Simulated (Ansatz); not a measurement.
`[SiH3][SiH]1[O][AlH]1` → `[O]1[AlH][SiH2]1` + `[SiH2]` at 700 K and 1 bar (silylene loss).

Gas-phase electronic energies from Ansatz, PBE0-D4/def2-TZVP geometries. CBS: MP2 limit from def2 TZ/QZ plus the TZ coupled-cluster correction, frozen cores. This one scheme is used for every species.

```tsv
species	CCSD(T)/CBS energy (Eh)	H − E (kJ/mol)	S (J/(mol·K))
`[SiH3][SiH]1[O][AlH]1`	-898.36956	194.2	462.8
`[O]1[AlH][SiH2]1`	-608.08762	122.5	356.8
`[SiH2]`	-290.19011	56.3	240.4
```

H − E and S are ideal-gas, rigid-rotor, harmonic terms from PBE0-D4/def2-TZVP, for one conformer and one mirror image of each species. 1 Eh = 2625.50 kJ/mol, R = 8.31446 J/(mol·K).

Question: By hand: ΔE, ΔH, ΔS and ΔG.

Answer: ΔE = (-608.08762) + (-290.19011) − (-898.36956) = 0.09183 Eh = 241.1 kJ/mol. Δ(H − E) = 122.5 + 56.3 − 194.2 = -15.4, so ΔH = 225.7 kJ/mol. ΔS = 356.8 + 240.4 − 462.8 = 134.4 J/(mol·K). ΔG = 225.7 − 700 × (134.4)/1000 = 131.6 kJ/mol.

Question: By hand: the equilibrium constant, and the temperature at which ΔG would vanish if ΔH and ΔS stayed fixed.

Answer: log₁₀ K = −ΔG/(RT ln 10) = -9.8. ΔG = 0 at ΔH/ΔS = 1679 K.

The number of gas molecules changes by +1, which sets the sign of ΔS. A doubt of 5 kJ/mol in ΔE shifts log₁₀ K by 0.4 here. Other conformers and mirror images would add mixing entropy, several J/(mol·K) or more a flexible species. These are equilibria of isolated gas molecules and say nothing of rates. Largest T1 diagnostic: 0.016 (customary marks: 0.02 for closed shells, 0.045 for open ones).
